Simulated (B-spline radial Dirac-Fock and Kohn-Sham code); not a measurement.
The M5 (3d5/2) hole of holmium ions: width and yield against charge

Method: a relativistic independent-particle model: LDA orbitals of the hole state, radiative multipoles to third order, Auger rates from the Coulomb interaction with a continuum orbital, Dirac-Fock energies. Computed with a radial B-spline solver. Tabulated ground configurations, configuration averages; single configurations, so decays that open only by mixing (as 1s 2s² with 1s 2p² in Be-like ions) are missing and such tiny yields are far too low.

```csv
ion,configuration,radiative (eV),non-radiative (eV),yield
Ho,[Xe] 4f11 6s2,0.0132,1.23,0.0106
Ho⁺,[Xe] 4f11 6s1,0.0132,1.23,0.0106
Ho²⁺,[Xe] 4f11,0.0132,1.23,0.0106
Ho³⁺,[Xe] 4f10,0.0128,1.22,0.0104
Ho⁴⁺,[Xe] 4f9,0.0123,1.21,0.0101
Ho⁵⁺,[Kr] 4d10 4f9 5s2 5p5,0.0124,1.21,0.0101
Ho⁶⁺,[Kr] 4d10 4f9 5s2 5p4,0.0126,1.22,0.0102
Ho⁷⁺,[Kr] 4d10 4f9 5s2 5p3,0.0127,1.22,0.0103
```
